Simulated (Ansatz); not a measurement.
Born–Oppenheimer molecular dynamics of FH9Si3 (13 atoms, charge 0, multiplicity 1). It starts from a rough guess of a transition structure, not a stationary point.

All numbers below come from UHF/6-31G in Ansatz 0.2.0.

* ensemble: NVE (velocity Verlet)
* time step: 0.5 fs
* steps asked: 150
* starting velocities drawn for: 100 K
* seed: 878972

First frame:

```xyz
13
Properties=species:S:1:pos:R:3
Si -0.682 0.431 0.481
Si 0.555 -1.842 0.715
H -1.902 -0.412 0.233
H -1.122 1.075 1.715
Si -0.269 1.529 -1.503
H 0.999 -0.057 1.056
F 1.075 1.147 1.128
H -0.161 -2.514 1.799
H 0.081 -2.408 -0.544
H 1.954 -2.275 0.833
H 0.943 1.017 -2.153
H -0.093 2.968 -1.321
H -1.377 1.340 -2.439
```

Question: What does the run give?

Answer: The run went to its last step.

- steps done: 150
- time covered: 75 fs
- mean temperature over the second half: 1887 K
- spread of the potential energy over the second half: 16.6 meV per atom
- mean potential energy of the second half above the start: -195.7 meV per atom

The conserved energy stayed within 0.99 meV per atom of its start (net change -0.48 meV per atom), so the integration is sound. The system heated up, since it started high on the potential surface and ran downhill. A run of 0.075 ps of so small a system gives no equilibrium averages. The orbitals stay closed-shell, which can raise the energy where a bond breaks towards radicals; this wasn't checked here. Limits of this set-up: no polarisation functions.

Question: What happens to the structure?

Answer: The step under study would form Si1–F7, Si2–H6 and break Si1–Si2, H6–F7. These pairs go: Si1–F7 2.01 → 4.99 Å, Si2–H6 1.87 → 4.94 Å, Si1–Si2 2.60 → 2.38 Å, H6–F7 1.21 → 0.99 Å. In the last frame they stand as before the step (other bonds may differ from the relaxed reactants and products). It ends as FH + H8Si3. Pairs count as bonded within 1.25 times the sum of covalent radii (0.12 Å more for H–H). The details hang on the random start.

Question: How do temperature and energy run in time?

Answer: 
```
time (fs)  T (K)  potential energy less start (eV)  conserved less start (meV/atom)
      0.0    100                             0.000                             0.00
      3.5    265                            -0.234                             0.05
      7.0    538                            -0.621                             0.16
     10.5    993                            -1.272                            -0.17
     14.0   1389                            -1.837                            -0.31
     17.5   1709                            -2.296                            -0.62
     21.0   1496                            -1.982                             0.14
     24.5   1933                            -2.612                            -0.43
     28.0   1914                            -2.582                            -0.25
     31.5   1924                            -2.597                            -0.26
     35.0   2093                            -2.842                            -0.63
     38.5   1706                            -2.281                             0.18
     42.0   2094                            -2.841                            -0.46
     45.5   1882                            -2.536                            -0.17
     49.0   1910                            -2.578                            -0.40
     52.5   1918                            -2.595                            -0.82
     56.0   1632                            -2.176                             0.16
     59.5   1899                            -2.554                             0.30
     63.0   1849                            -2.488                            -0.06
     66.5   2016                            -2.732                            -0.58
     70.0   2085                            -2.834                            -0.93
     73.5   1750                            -2.344                             0.13
```

Run time: 5.7 min on 1 CPU thread of a shared host.
